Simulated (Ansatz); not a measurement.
Input for Ansatz (a program for electronic structure): U-B3LYP/def2-TZVPP on FISi (SMILES F[Si]I), a point of a bond scan (R = 3.703 Å). Elements past Kr take the def2 small-core potentials; no spin–orbit coupling.

Ansatz 0.2 input:
```yaml
crystal:
  periodic: [false, false, false]
  atoms:
    - {symbol: Si, position_ang: [0.72542197, 1.01948837, 1.18893518]}
    - {symbol: F, position_ang: [1.72708220, 3.65121886, -1.21554126]}
    - {symbol: I, position_ang: [-0.38875935, -0.63672280, -0.33842808]}
basis:
  gaussian:
    orbitals: def2-TZVPP
hamiltonian:
  xc: {name: B3LYP}
magnetization: {spin_polarized: true, initial_magnetization: 0}
```

Task: What total energy does the run end on?

Result: -687.0933 hartree. Its determinant has ⟨S²⟩ = 0.52, a mixture of spin states.

Task: How many basis functions does it have, and what does it roughly cost on one machine?

Result: 123 functions; around 30 core-seconds (rough).
